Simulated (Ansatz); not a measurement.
Geometry optimisation, RKS r2SCANh-D4/def2-SVP (Ansatz 0.2.0).

Input file:

```yaml
crystal:
  periodic: [false, false, false]
  atoms:
    - { symbol: B, position_ang: [-1.8258, -0.5922, 0.6796] }
    - { symbol: C, position_ang: [-0.5995, -0.5863, -0.2725] }
    - { symbol: F, position_ang: [-0.9958, -0.2513, -1.5758] }
    - { symbol: Si, position_ang: [0.7545, 0.646, 0.3425] }
    - { symbol: "N", position_ang: [2.1436, 0.5411, -0.7006] }
    - { symbol: F, position_ang: [0.0478, 2.2137, 0.2888] }
    - { symbol: H, position_ang: [-2.4751, 0.4498, 0.7848] }
    - { symbol: H, position_ang: [-2.1741, -1.5037, 1.2385] }
    - { symbol: H, position_ang: [-0.1552, -1.5864, -0.2215] }
    - { symbol: H, position_ang: [1.0452, 0.3054, 1.7558] }
    - { symbol: H, position_ang: [1.8246, 0.7446, -1.6408] }
    - { symbol: H, position_ang: [2.4866, -0.4358, -0.6447] }
basis:
  gaussian: { orbitals: def2-SVP }
hamiltonian:
  xc: r2scanh
  dispersion: d4
relax:
  f_tol: 0.015
  max_steps: 40
```

Launched with:

```bash
$ ansatz run input.yaml --threads 2 --pin off --max-ram 3072MiB --backend cpu --events-out ev --progress --plain --runs-dir out
```

Problem. Where does it end, and by what steps?

Solution. It converged. After 19 steps the energy has fallen by 1.034 eV; H12 moved furthest, 1.33 Å.

```csv
step,energy less start (eV),largest force component (eV/Å),accepted
0,0.0000,2.784,yes
1,-0.4309,1.571,yes
2,-0.6005,0.787,yes
3,-0.7615,0.478,yes
4,-0.8468,0.250,yes
5,-0.8897,0.465,yes
6,-0.9261,0.316,yes
7,-0.9528,0.561,yes
8,-0.9703,0.821,yes
9,-0.9935,0.404,yes
10,-0.9877,1.522,no
11,-1.0086,0.142,yes
12,-1.0168,0.582,yes
13,-1.0307,0.096,yes
14,-1.0251,0.324,no
15,-1.0334,0.120,yes
16,-1.0331,0.104,no
17,-1.0339,0.041,yes
18,-1.0341,0.031,yes
19,-1.0343,0.009,yes
```

```xyz
12
Properties=species:S:1:pos:R:3
B -1.902 -0.253 0.511
C -0.677 -0.733 -0.275
F -0.684 -0.480 -1.654
Si 0.778 0.256 0.470
N 1.872 0.451 -0.809
F 0.123 1.650 1.027
H -2.746 0.444 0.013
H -1.956 -0.552 1.679
H -0.431 -1.798 -0.107
H 1.397 -0.373 1.658
H 1.509 0.479 -1.755
H 2.795 0.855 -0.725
```

Run time: 39 s on 2 threads of AMD EPYC 9B45 (Zen 5), on a shared host, peak memory 0.32 GiB.
